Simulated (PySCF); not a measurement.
# Telling isomers of C8H13OP apart by NMR

Theory: GIAO PBE0/pcSseg-1 shieldings, geometry from GFN2-xTB, in PySCF (one conformer, non-relativistic Hamiltonian, averaged over atoms made equivalent by symmetry, fast rotation or ring inversion, in vacuum).

Chemical shifts δ = σref − σ; 1H and 13C vs TMS, all at this level. Splittings of carbon signals by F and P are missing where no couplings were computed. Where no couplings were computed, multiplicities follow the n + 1 count of equivalent neighbours, and m marks all less simple cases (inequivalent or close neighbours, rings, F or P nearby). Shifts are as computed. Against solution values, carbons near 30 ppm lie about +3 ppm off and those near 130 ppm about +5 ppm. Of 1211 compounds with measured shifts, 218 miss one by over three times the rms of a fit or turn the order of signals round; such compounds aren't used in these exercises.

(1) Tabulate the signals of `C=C(C)P1CCC(=O)CC1`, `CC=[P@]1(C)C=CC(OC)=C1`, `C=C[P@@](=O)(C#CC)C(C)C` and their relative energies.

(2) What is the quickest way to tell C=C(C)P1CCC(=O)CC1 from CC=[P@]1(C)C=CC(OC)=C1?

(3) What is the quickest way to tell C=C(C)P1CCC(=O)CC1 from C=C[P@@](=O)(C#CC)C(C)C?

(4) What is the quickest way to tell CC=[P@]1(C)C=CC(OC)=C1 from C=C[P@@](=O)(C#CC)C(C)C?

## Answers

(1) 
```json
{"SMILES": "C=C(C)P1CCC(=O)CC1", "carbon types": "2×C 5×CH2 1×CH3", "δC": "214.5, 159.2, 122.8, 42.5, 32.9, 25.0", "δH": "5.72 (m, 1H), 5.22 (m, 1H), 2.58 (m, 4H), 2.05 (m, 4H), 1.99 (m, 3H)", "E rel. (kcal/mol)": "0.0"}
{"SMILES": "CC=[P@]1(C)C=CC(OC)=C1", "carbon types": "1×C 4×CH 3×CH3", "δC": "176.0, 148.4, 141.1, 93.3, 57.9, 30.2, 14.2, 13.3", "δH": "6.78 (m, 1H), 6.54 (m, 1H), 4.49 (m, 1H), 3.90 (s, 3H), 1.77 (m, 1H), 1.75 (m, 3H), 1.64 (m, 3H)", "E rel. (kcal/mol)": "55.2"}
{"SMILES": "C=C[P@@](=O)(C#CC)C(C)C", "carbon types": "2×C 2×CH 1×CH2 3×CH3", "δC": "142.7, 142.3, 107.6, 82.6, 36.5, 16.7, 15.5, 5.4", "δH": "6.76 (m, 1H), 6.60 (m, 1H), 6.19 (m, 1H), 2.11 (s, 3H), 1.49 (m, 1H), 1.43 (m, 3H), 1.12 (m, 3H)", "E rel. (kcal/mol)": "26.7"}
```

Energies are electronic energies at PBE0/pcSseg-1 on these geometries, without zero-point or thermal terms, each for the one conformer computed, which needn't be the lowest.

(2) Count the carbon signals: 6 against 8. The first has a terminal =CH2 carbon at 122.8 ppm, the second an alkene CH at 148.4 ppm. Their most deshielded carbons lie at 214.5 and 176.0 ppm. In the proton spectra the most deshielded non-exchanging signals are 5.72 (m, 1H) and 6.78 (m, 1H).

(3) Count the carbon signals: 6 against 8. The first has a ketone carbonyl carbon (C) at 214.5 ppm, the second an alkene CH at 142.3 ppm. Their most deshielded carbons lie at 214.5 and 142.7 ppm. In the proton spectra the most deshielded non-exchanging signals are 5.72 (m, 1H) and 6.76 (m, 1H).

(4) Both give the same number of carbon signals, but DEPT or the intensities differ. The first has an alkene carbon bearing oxygen (C) at 176.0 ppm, the second a terminal =CH2 carbon at 142.7 ppm.
